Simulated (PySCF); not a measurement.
NMR data simulated for an unnamed compound:

$^{1}$H NMR (400 MHz, computed): δ 6.93 (m, 1H), 5.18 (m, 1H), 4.44 (m, 1H), 4.27 (m, 1H), 4.21 (m, 1H), 4.06 (m, 1H), 2.57 (m, 1H), 2.56 (m, 1H), 2.28 (m, 1H), 2.25 (m, 1H), 2.06 (m, 1H), 1.66 (m, 1H), 1.14 (m, 1H).

$^{13}$C{$^{1}$H} NMR (computed): δ 27.4 (CH2), 27.0 (CH2), 19.9 (CH2), 16.9 (CH).

Relativity neglected, one conformer, no solvent. σ from GIAO-PBE0/pcSseg-1; GFN2-xTB geometry; PySCF 2.14.0 with density-fitted response routines.

Referencing at the same level of theory: $^{1}$H (σref 31.72), $^{13}$C (σref 186.93) vs TMS.

**Question.** Which of these does the molecule contain: a tert-butyl group, a heteroaromatic ring, a Si–H bond, a vinyl group CH=CH2?

**Answer.** 
- A tert-butyl group: no.
- A heteroaromatic ring: no.
- A Si–H bond: yes (δH 6.93 (m)).
- A vinyl group CH=CH2: no.

The data belong to SMILES C1CC([Si@H]2[Si@H](F)[SiH2][SiH2]2)C1, C$_{4}$H$_{13}$FSi$_{4}$; they needn't prove each group on their own.

Carbon signals by region: 4 below 50 ppm.

Splittings by $^{19}$F in the carbon and heteronuclear signals aren't shown, as no couplings were computed. Shifts are as computed. Against solution values, carbons near 30 ppm lie about +3 ppm off and those near 130 ppm about +5 ppm. Of 1309 compounds with measured shifts, 239 miss one by over three times the rms of a fit or turn the order of signals round; such compounds aren't used in these exercises. Multiplicities follow the n + 1 count of equivalent neighbours, as no J values were calculated; m marks all less simple cases, F and P coupling included.
